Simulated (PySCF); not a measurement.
Predicted microwave data (PBE0/pcSseg-1 in PySCF (dipole) on a GFN2-xTB geometry, gas phase) for one isomer of C7H12O:

* Rotational constants: A = 2617, B = 1917, C = 1613 MHz
* Dipole components: |μa| = 0.25 D, |μb| = 0.67 D, |μc| = 0.72 D
* Inertial defect: -143.51 u·Å²
* κ: -0.40

Problem. Which structure is it? (One computed conformer of each.)
A. `[CH2:1]=[C:2]1[CH2:3][CH2:4][C@@:5]1([CH3:6])[O:7][CH3:8]` with C4–C5–O7–C8 160°
B. `[CH2:1]1[CH2:2][C@@H:3]([CH:4]2[CH2:5][CH2:6]2)[CH2:7][O:8]1` with C2–C3–C4–C5 -85°, O8–C1–C2–C3 13°, C1–C2–C3–C4 -107°, C3–C4–C5–C6 -109°, C2–C3–C7–O8 -31°
C. `[CH3:1][O:2][C@H:3]1[CH2:4][CH:5]=[CH:6][CH2:7][CH2:8]1` with C1–O2–C3–C4 72°, O2–C3–C4–C5 164°, C3–C4–C5–C6 -13°, C5–C6–C7–C8 -17°, C6–C7–C8–C3 49°
D. `[CH3:1][O:2][C@:3]1([CH3:4])[CH:5]=[C:6]([CH3:7])[CH2:8]1` with C1–O2–C3–C4 70°
E. `[CH3:1][CH2:2][C@@:3]12[CH2:4][CH2:5][CH2:6][C@@H:7]1[O:8]2` with C1–C2–C3–C4 64°, C2–C3–C4–C5 168°, C3–C4–C5–C6 -29°, C4–C5–C6–C7 29°, C5–C6–C7–O8 45°
F. `[CH3:1][C@@H:2]1[CH2:3][C@:4]12[CH2:5][CH2:6][O:7][CH2:8]2` with C1–C2–C3–C4 -111°, C2–C3–C4–C5 112°, C3–C4–C5–C6 129°, C4–C5–C6–O7 32°

Solution. A. It is C=C1CC[C@@]1(C)OC, an asymmetric top, point group C1. The candidates at the same level (rigid rotor, commonest isotopes):

| SMILES | A (MHz) | B (MHz) | C (MHz) | μa (D) | μb (D) | μc (D) | Δ (u·Å²) | point group | rotor |
| --- | --- | --- | --- | --- | --- | --- | --- | --- | --- |
| C[C@@H]1C[C@]12CCOC2 | 4027 | 1498 | 1352 | 1.36 | 0.48 | 0.82 | -88.89 | C1 | asymmetric top |
| CO[C@]1(C)C=C(C)C1 | 3914 | 1350 | 1233 | 0.55 | 0.12 | 1.09 | -93.51 | C1 | near-prolate asymmetric top |
| C1C[C@@H](C2CC2)CO1 | 4569 | 1374 | 1200 | 0.76 | 0.98 | 0.97 | -57.10 | C1 | asymmetric top |
| C=C1CC[C@@]1(C)OC | 2617 | 1917 | 1613 | 0.25 | 0.67 | 0.72 | -143.51 | C1 | asymmetric top |
| CC[C@@]12CCC[C@@H]1O2 | 4223 | 1578 | 1360 | 0.13 | 0.72 | 1.74 | -68.33 | C1 | asymmetric top |
| CO[C@H]1CC=CCC1 | 4250 | 1426 | 1145 | 0.07 | 0.68 | 0.86 | -31.81 | C1 | asymmetric top |

`CO[C@H]1CC=CCC1` has A 62 % too high; `CO[C@]1(C)C=C(C)C1` has A 50 % too high; `C[C@@H]1C[C@]12CCOC2` has A 54 % too high; `C1C[C@@H](C2CC2)CO1` has A 75 % too high; `CC[C@@]12CCC[C@@H]1O2` has A 61 % too high. No structure here is proved a minimum.
